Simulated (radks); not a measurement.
Results of a calculation; reference values are marked as such.
Question: Ionisation of the neodymium ion Nd2+, [Xe] 4f4, to Nd3+, [Xe] 4f3, under several functionals. Dirac Kohn-Sham, spin-unpolarised, spherical densities, point nucleus; open shells are shared between the two j in proportion to 2j + 1; a radial shooting solver on a logarithmic mesh with Libxc functionals. Known Delta-SCF values: LDA (Slater exchange, Perdew-Zunger correlation) 22.700 eV; Wu-Cohen GGA 22.435 eV. What does BP86 give, and what is its highest occupied eigenvalue?

Answer: 22.488 eV by Delta-SCF; the 4f7/2 eigenvalue is -14.468 eV. NIST: 22.09 eV (semi-empirical).

Beside tabulated values, note that spin-unpolarised runs miss the spin-polarisation part of the exchange energy of open shells.
